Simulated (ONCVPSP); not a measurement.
Cs ONCV: all-electron and pseudo phase curves

caesium, optimised norm-conserving Vanderbilt (ONCV), made with ONCVPSP 4.0.1 (PBE, scalar-relativistic). Core [Kr] 4d10, reference 5s2 5p6 6s0.5 (charge +0.5). Waves: 5s+6s: rc 3.25 bohr, ncon 3, nbas 6, qcut 4.2 1/bohr, 2 projectors; 5p: rc 2.05 bohr, ncon 5, nbas 8, qcut 4.4 1/bohr, 2 projectors, debl 1.1 Ha; d scattering state at 0.07 Ha: rc 3.15 bohr, ncon 3, nbas 7, qcut 3.1 1/bohr, 3 projectors, debl 0.8 Ha. Local part: polynomial inside 1.55 bohr (lpopt 5, dvloc0 -1 Ha). Core correction: Teter function, fcfact 3.5, rcfact 1.3.

In the d channel the program set the typed energies aside and used 0.050, 0.850, 1.650 Ha.

The phase is arctan(r·R′/R) of the radial function R(r), unwrapped; energies in Ha, scanned from -3 to 5 Ha. A pole is an energy at which the radial function vanishes at the test radius. The pseudo phase is shifted by a multiple of π to meet the all-electron one at the reference energy, and phase errors are pseudo minus all-electron; the curves can meet again beyond the range given. Levels narrower than the energy grid can be missing from the lists of poles. Where the grid stepped over a known ghost or core level, its pole and its step of π were put in at the level’s energy.

Q: For each channel, where are the poles, and over which energies does the pseudopotential scatter like the atom?

A:

| channel | radius (bohr) | reference energy (Ha) | poles, all-electron | poles, pseudo | unbroken range about the reference energy with phases within 0.05 rad | phase error 1 Ha above the reference energy (rad) |
| --- | --- | --- | --- | --- | --- | --- |
| s | 3.30 | -0.14 | -1.02, 1.25, 4.63 | -1.02, -0.34, 1.25, 4.14 | -0.3 to 2.3 | +0.001 |
| p | 2.08 | -0.59 | 0.84 | 0.84, 4.15 | below 2.7 | -0.000 |
| d | 3.20 | 0.05 | -2.82, 0.44, 2.95 | 0.44, 2.95 | -2.8 to 4.4 | +0.000 |

Note: ghosts flagged at negative energy: s at -9.3 eV; GHOST(+) flagged for p at 115.3 eV, d at 197.7 eV. A true bound ghost makes a file unfit for plane-wave use.

Phases in the d channel:

```json
{"E (Ha)": "-2.98", "all-electron": "4.561", "pseudo": "1.420"}
{"E (Ha)": "-2.76", "all-electron": "1.413", "pseudo": "1.412"}
{"E (Ha)": "-2.54", "all-electron": "1.404", "pseudo": "1.404"}
{"E (Ha)": "-2.32", "all-electron": "1.394", "pseudo": "1.394"}
{"E (Ha)": "-2.10", "all-electron": "1.383", "pseudo": "1.382"}
{"E (Ha)": "-1.88", "all-electron": "1.368", "pseudo": "1.368"}
{"E (Ha)": "-1.66", "all-electron": "1.350", "pseudo": "1.350"}
{"E (Ha)": "-1.44", "all-electron": "1.327", "pseudo": "1.327"}
{"E (Ha)": "-1.22", "all-electron": "1.296", "pseudo": "1.296"}
{"E (Ha)": "-1.00", "all-electron": "1.249", "pseudo": "1.249"}
{"E (Ha)": "-0.78", "all-electron": "1.173", "pseudo": "1.173"}
{"E (Ha)": "-0.56", "all-electron": "1.021", "pseudo": "1.021"}
{"E (Ha)": "-0.34", "all-electron": "0.584", "pseudo": "0.584"}
{"E (Ha)": "-0.12", "all-electron": "-0.652", "pseudo": "-0.652"}
{"E (Ha)": "0.10", "all-electron": "-1.290", "pseudo": "-1.290"}
{"E (Ha)": "0.32", "all-electron": "-1.500", "pseudo": "-1.500"}
{"E (Ha)": "0.54", "all-electron": "-1.618", "pseudo": "-1.618"}
{"E (Ha)": "0.76", "all-electron": "-1.723", "pseudo": "-1.723"}
{"E (Ha)": "0.98", "all-electron": "-1.867", "pseudo": "-1.867"}
{"E (Ha)": "1.20", "all-electron": "-2.202", "pseudo": "-2.202"}
{"E (Ha)": "1.42", "all-electron": "-3.367", "pseudo": "-3.367"}
{"E (Ha)": "1.64", "all-electron": "-4.218", "pseudo": "-4.218"}
{"E (Ha)": "1.86", "all-electron": "-4.451", "pseudo": "-4.451"}
{"E (Ha)": "2.08", "all-electron": "-4.553", "pseudo": "-4.553"}
{"E (Ha)": "2.30", "all-electron": "-4.612", "pseudo": "-4.612"}
{"E (Ha)": "2.52", "all-electron": "-4.653", "pseudo": "-4.653"}
{"E (Ha)": "2.74", "all-electron": "-4.686", "pseudo": "-4.686"}
{"E (Ha)": "2.96", "all-electron": "-4.714", "pseudo": "-4.714"}
{"E (Ha)": "3.18", "all-electron": "-4.741", "pseudo": "-4.741"}
{"E (Ha)": "3.40", "all-electron": "-4.770", "pseudo": "-4.769"}
{"E (Ha)": "3.62", "all-electron": "-4.804", "pseudo": "-4.803"}
{"E (Ha)": "3.84", "all-electron": "-4.851", "pseudo": "-4.848"}
{"E (Ha)": "4.06", "all-electron": "-4.928", "pseudo": "-4.921"}
{"E (Ha)": "4.28", "all-electron": "-5.098", "pseudo": "-5.072"}
{"E (Ha)": "4.50", "all-electron": "-5.750", "pseudo": "-5.589"}
{"E (Ha)": "4.72", "all-electron": "-7.168", "pseudo": "-7.021"}
{"E (Ha)": "4.94", "all-electron": "-7.542", "pseudo": "-7.497"}
```
